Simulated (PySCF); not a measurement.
# Working out the excitation energy of Sb

Sb [Kr] 4d10 5s2 5p3 (4S) → Sb [Kr] 4d10 5s2 5p2 5d1 (high-spin determinant). Calculation: PySCF 2.14, in aug-cc-pVDZ-PP with ECP28MDF (5s4p3d, 32 functions); a scalar-relativistic core potential. Frozen: 4s2 4p6 4d10. Energies in hartree (1 hartree = 27.21139 eV):

```
             part   Sb (lower)   Sb (upper)
              UHF  -239.273208  -238.973416
MP2 opposite-spin    -0.034469    -0.035080
    MP2 same-spin    -0.013384    -0.010419
```

Problem. What does Hartree-Fock give?

Solution. (-238.973416) − (-239.273208) = 0.299792 hartree = 8.158 eV.

Problem. What do MP2 and SCS-MP2 (6/5 opposite-spin, 1/3 same-spin) give?

Solution. The opposite-spin parts differ by -0.017 eV and the same-spin parts by 0.081 eV. MP2: 8.158 + (-0.017) + (0.081) = 8.222 eV. SCS-MP2: 8.158 + 1.2 × (-0.017) + (0.081)/3 = 8.165 eV.

One determinant mixes LS terms, so it does not stand for a single term.

A double-zeta basis recovers only part of the correlation energy.
